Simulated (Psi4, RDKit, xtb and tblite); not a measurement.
Conformational energy of SMILES O=CCCC=O. Scanned: dihedral O1–C2–C3–C4 and dihedral C2–C3–C4–C5; all other coordinates were relaxed at GFN2-xTB. Points at φ and −φ are mirror images. Heavy atoms are numbered in the order of the SMILES O=CCCC=O, hydrogens after them in the order of the atoms that carry them; the mirror image has the same energies with the sign of each dihedral reversed.

Levels: GFN2-xTB (xtb and tblite); MMFF94 // GFN2-xTB (RDKit); PBE/def2-SVP // GFN2-xTB (Psi4); PBE-D3(BJ)/def2-SVP // GFN2-xTB (Psi4); UFF // GFN2-xTB (RDKit).

Energies in kcal/mol at chosen points (x: dihedral O1–C2–C3–C4 (°); y: dihedral C2–C3–C4–C5 (°)), relative to x = -60, y = 180:

```
method               (-120, -120)  (-60, -30)  (-120, -60)  (90, -60)  (-60, -30)  (120, 0)  (180, -150)
-------------------  ------------  ----------  -----------  ---------  ----------  --------  -----------
GFN2-xTB                      0.1         0.8         -0.4        0.5         0.8       2.6          0.0
MMFF94                        1.0         6.4         -2.0        1.2         6.4       6.2          3.4
PBE/def2-SVP                  0.4         2.9          0.2        2.6         2.9       5.5          0.4
PBE-D3(BJ)/def2-SVP           0.4         2.4          0.0        2.4         2.4       5.3          0.5
UFF                           8.0        15.2          3.3        1.2        15.2       9.9          4.1
```
